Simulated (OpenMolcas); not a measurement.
Mo3+: CASPT2 settings compared

* Program: OpenMolcas
* Basis: ANO-R1 [6s4p3d1f]
* Scalar Hamiltonian: X2C, finite nucleus
* Active space: 3 electrons in 5 orbitals (4d)
* State averaging: 2S+1 = 4 even, 10 roots; 2S+1 = 2 even, 40 roots kept (CI in the orbitals of an earlier block)
* Spin-orbit coupling: state interaction with AMFI integrals over the reference wave functions, term energies averaged over their components

Methods on the same reference wave functions:
A. CASSCF
B. SS-CASPT2, IPEA 0.15 Eh, real shift 0.15 Eh (closed shells correlated: 3d 4s 4p)
C. SS-CASPT2, IPEA 0.35 Eh, imaginary shift 0.25 Eh (closed shells correlated: 4s 4p)
D. MS-CASPT2, IPEA 0.35 Eh, imaginary shift 0.25 Eh (closed shells correlated: 4s 4p)
E. XMS-CASPT2, IPEA 0.75 Eh, real shift 0.15 Eh (closed shells correlated: 4s 4p)

Energies in cm⁻¹ above 4d³ ⁴F_3/2, the measured ground level; measured values from Sugar and Musgrove, J. Phys. Chem. Ref. Data 17, 155 (1988).

| Level | A | B | C | D | E | Measured |
| --- | --- | --- | --- | --- | --- | --- |
| 4d³ ⁴F_3/2 | 0.0 | 0.0 | 0.0 | 0.0 | 0.0 | 0.0 |
| 4d³ ⁴F_5/2 | 756 | 772 | 770 | 771 | 769 | 778 |
| 4d³ ⁴F_7/2 | 1729 | 1750 | 1748 | 1749 | 1748 | 1760 |
| 4d³ ⁴F_9/2 | 2855 | 2860 | 2860 | 2870 | 2870 | 2865 |
| 4d³ ⁴P_1/2 | 13101 | 11110 | 11350 | 11320 | 11600 | 10338 |
| 4d³ ⁴P_3/2 | 13191 | 11210 | 11450 | 11360 | 11680 | 10331 |
| 4d³ ²G_7/2 | 14205 | 12690 | 12920 | 12920 | 13660 | 11580 |
| 4d³ ⁴P_5/2 | 14296 | 12270 | 12520 | 12520 | 12770 | 11612 |
| 4d³ ²G_9/2 | 14937 | 13470 | 13680 | 13720 | 14450 | 12311 |
| 4d³ ²P_1/2 | 18537 | 17010 | 17170 | 16220 | 17240 | 14348 |
| 4d³ ²H_9/2 | 18894 | 17540 | 17700 | 17940 | 18700 | 15995 |
| 4d³ ²H_11/2 | 19288 | 17960 | 18110 | 18380 | 19140 | 16357 |
| 4d³ ²D_5/2(1) | 21076 | 18030 | 18360 | 18380 | 18730 |  |
| 4d³ ²F_7/2 | 30925 | 27160 | 27470 | 27470 | 28600 | 24787 |
| 4d³ ²F_5/2 | 31278 | 27500 | 27800 | 27810 | 28930 | 25100 |
| 4d³ ²D_5/2(2) | 48134 | 42180 | 42310 | 42300 | 43230 | 38922 |
| 4d³ ²D_3/2(2) | 48541 | 42580 | 42700 | 42740 | 43670 | 39231 |

Deviations, from unrounded energies. A percentage is the sum of absolute deviations over the sum of measured energies, with the sign that they share, or ± where signs differ.

```json
{"Against measurement": "mean absolute deviation (cm-1)", "Levels": "15", "A": "3600", "B": "1500", "C": "1600", "D": "1600", "E": "2200"}
{"Against measurement": "fine structure of the ground term (%)", "Levels": "3", "A": "-1.1", "B": "-0.3", "C": "-0.4", "D": "±0.3", "E": "±0.5"}
{"Against measurement": "other terms of the ground configuration (%)", "Levels": "12", "A": "+23.6", "B": "+9.4", "C": "+10.5", "D": "+10.3", "E": "+14.2"}
```

B lies closest to measurement on these levels and A furthest from it. The largest miss of B in the table is 4d³ ²D_3/2(2), by +3300 cm-1. The ranking rests on the paired levels alone, and a cruder setting can come out closer through cancelling errors.

Among B to E the level of the table that moves most is 4d³ ²F_5/2, by 1400 cm-1 (lowest in B, highest in E). Moves below CASPT2's spread within the term are not significant.

The mean deviations of B to E differ by less than CASPT2's widest spread within a term (2300 cm-1), so their order carries little weight.

From A to B the spin-free energies of the other terms of 4d³ shown, above ⁴F, scale by factors of 0.83 to 0.92, as is usual when dynamic correlation screens the repulsion within a d or f shell.

The lowest spin-free term lies below A's lowest term by 0.185 hartree in B, 0.168 hartree in C, 0.168 hartree in D, 0.163 hartree in E.

CASPT2 does not keep the components of a term degenerate, so their means are used; among the terms shown or strongly mixed into the levels shown the widest spread is 2300 cm-1 (4d³ ⁴F, E). Terms from blocks run as CI alone lack orbitals of their own. The basis is small and was not contracted for so high a charge. The CASPT2 spread within a term exceeds the gap to the next term for 4d³ ²P and 4d³ ²D(1), 4d³ ²D(1) and 4d³ ²H, so the order of their levels is uncertain, and so are names and mixing where such terms share a J (figures for B; the like holds for C, D, E). Without dynamic correlation excited terms often stand tens of per cent too high (terms of higher spin than the ground term too low), and those without a measured partner can miss by more than the paired ones (holds for A). Some terms miss by over 15 % even with CASPT2, which points to a basis or an active space too small for the shells correlated (holds for B; C; E). Measured partners are found by configuration, term and J. A level has none where our copy of the source lacks it or the pairing is in doubt (some pairs that miss far off the trend of their configuration count as doubtful), and it then counts in no deviation. Only configurations of the active space appear. Levels that lie high or do not pair safely by name in every column are left out.

A number in round brackets counts repeated terms of one configuration in the order of the reference energies.
